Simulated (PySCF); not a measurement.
Bonding in `C=C(Cl)COCCO`

C₅H₉ClO₂.
Atom-mapped SMILES: `[CH2:1]=[C:2]([Cl:3])[CH2:4][O:5][CH2:6][CH2:7][OH:8]` (hydrogens: H9, H10 on C1; H11, H12 on C4; H13, H14 on C6; H15, H16 on C7; H17 on O8)

Structure used (GFN2-xTB), in Å, numbered top down from 1:
```xyz
17
C5H9ClO2 angstrom
C      2.1516    1.4488    0.9554
C      2.2673    0.3708    0.2051
Cl     3.7999   -0.1271   -0.4302
C      1.1536   -0.5492   -0.1970
O     -0.0658   -0.0860    0.3199
C     -1.1619   -0.9122   -0.0201
C     -2.4156   -0.2657    0.5696
O     -2.6808    0.9804   -0.0146
H      2.9958    2.0651    1.2054
H      1.1864    1.7273    1.3368
H      1.3703   -1.5645    0.1759
H      1.1089   -0.6069   -1.2978
H     -1.2562   -0.9851   -1.1138
H     -1.0258   -1.9233    0.3904
H     -3.2857   -0.8951    0.3735
H     -2.2805   -0.1644    1.6557
H     -1.8684    1.4991    0.0356
```

Bond orders from the PBE0/pcSseg-1 density (PySCF). Isolated species at its GFN2-xTB geometry (one conformer only).

Task: Where do the orders between heavy atoms depart from those drawn in the SMILES?

Result: The largest departure is 0.109, at O5–C6 (drawn single, 0.891).

Task: Set the Mayer orders of the bonds beside their lengths.

Result: 
```tsv
bond	drawn as	length (Å)	Mayer order
C1–C2	double	1.319	1.927
C2–Cl3	single	1.732	1.070
C2–C4	single	1.499	0.971
C4–O5	single	1.403	0.923
O5–C6	single	1.414	0.891
C6–C7	single	1.529	1.039
C7–O8	single	1.402	0.970
C1–H9	single	1.075	0.934
C1–H10	single	1.075	0.929
C4–H11	single	1.103	0.926
C4–H12	single	1.103	0.924
C6–H13	single	1.100	0.932
C6–H14	single	1.100	0.938
C7–H15	single	1.092	0.946
C7–H16	single	1.099	0.943
O8–H17	single	0.965	0.946
```

By pair of heavy elements: C–C: lowest C2–C4 (0.971, 1.499 Å), highest C1–C2 (1.927, 1.319 Å); in 1 of the 3 pairs the longer bond (by over 0.003 Å) has the higher order (by 0.02 or more). C–O: lowest O5–C6 (0.891, 1.414 Å), highest C7–O8 (0.970, 1.402 Å).

Task: Sum the orders of all bonds at each heavy atom with more than one neighbour and set the sums beside the valence in the SMILES.

Result: C1 3.790 (drawn 4), C2 3.968 (drawn 4), C4 3.744 (drawn 4), O5 1.814 (drawn 2), C6 3.800 (drawn 4), C7 3.898 (drawn 4), O8 1.916 (drawn 2). Orders between atoms that aren't bonded are not in these sums.

The Mayer order sums products of elements of PS (density times overlap matrix) between the two atoms' basis functions, so it depends on the basis set.

These values come from a run that also computed NMR shieldings. On an Arm Neoverse V2 with one thread, shared host, this took 24 s wall.
